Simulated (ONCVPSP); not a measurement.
**Before and after: ONCV potential for nickel**

nickel (Ni), optimised norm-conserving Vanderbilt (ONCV), made with ONCVPSP 4.0.1 (PBEsol, fully relativistic). Core [Ne] 3s2, reference 3p6 3d8 4s1 4p1. Waves: 4s: rc 2.00 bohr, ncon 4, nbas 8, qcut 3.6 1/bohr, 1 projector; 3p+4p: rc 1.40 bohr, ncon 3, nbas 6, qcut 10.5 1/bohr, 2 projectors; 3d: rc 1.65 bohr, ncon 4, nbas 9, qcut 11.3 1/bohr, 2 projectors, debl 2.5 Ha. Local part: polynomial inside 0.85 bohr (lpopt 5, dvloc0 3 Ha). Core correction: none.

Open shells are filled in proportion to 2j + 1.

All-electron outer shells of the reference configuration (PBEsol, scalar-relativistic, ld1.x):

```
shell  level (eV)  outermost node (bohr)  outermost maximum (bohr)
   2p     -846.04                      –                      0.16
   3s     -112.75                   0.30                      0.64
   3p      -73.24                   0.27                      0.65
   3d      -10.83                      –                      0.63
   4s       -6.89                   0.92                      2.18
   4p       -2.11                   1.00                      3.02
```

Change: s: qcut 2.9.

Cutoffs: the cutoffs (Ha) at which the residual kinetic energy of the hardest occupied pseudo-wave falls to 1 and 0.1 mHa per electron; they do not see the model core or the augmentation charge, which bear on the density cutoff. Errors are all-electron minus pseudo energies relative to the spin-unpolarised reference configuration.

Question: How do hardness, ghosts and transferability respond?

Answer: The potential gets neither clearly harder nor softer (44 Ha and 50 Ha → 44 Ha and 50 Ha); both files keep a bound ghost (s); of the 4 tests that both files solve, the error grows in 0 and shrinks in 2 by more than 15 % and 0.3 meV (median size 1.6 → 1.1 meV).

| quantity | base | changed |
| --- | --- | --- |
| cutoff, loose | 44 Ha | 44 Ha |
| cutoff, tight | 50 Ha | 50 Ha |
| loose cutoff by channel | s 5.4 Ha, p 37 Ha, d 44 Ha | s 8.2 Ha, p 37 Ha, d 44 Ha |
| bound ghosts | s | s |
| GHOST(+) flags under 300 eV | none | none |
| error for 3p6 3d8 4s2 4p0, meV [ΔE -4.63 eV] | -4.1 | -3.4 |
| error for 3p6 3d8 4s1 4p0, meV [ΔE 4.71 eV] | +1.2 | +1.1 |
| error for 3p6 3d8 4s0 4p0, meV [ΔE 21.97 eV] | -1.9 | 0.0 |
| error for 3p6 3d8 4s1.5 4p0, meV [ΔE -0.90 eV] | -1.2 | -1.2 |
| s: phases at 2.03 bohr within 0.05 rad from the reference energy up to (Ha; the scan ends near 5) | 1.7 | 1.6 |
| p3/2: phases at 1.42 bohr within 0.05 rad from the reference energy up to (Ha; the scan ends near 5) | to the end of the scan | to the end of the scan |
| p1/2: phases at 1.42 bohr within 0.05 rad from the reference energy up to (Ha; the scan ends near 5) | to the end of the scan | to the end of the scan |
| d5/2: phases at 1.68 bohr within 0.05 rad from the reference energy up to (Ha; the scan ends near 5) | to the end of the scan | to the end of the scan |
| d3/2: phases at 1.68 bohr within 0.05 rad from the reference energy up to (Ha; the scan ends near 5) | to the end of the scan | to the end of the scan |

 A true bound ghost makes a file unfit for plane-wave use even where its test errors are small: the radial tests pick states by their node count and pass the ghost by.
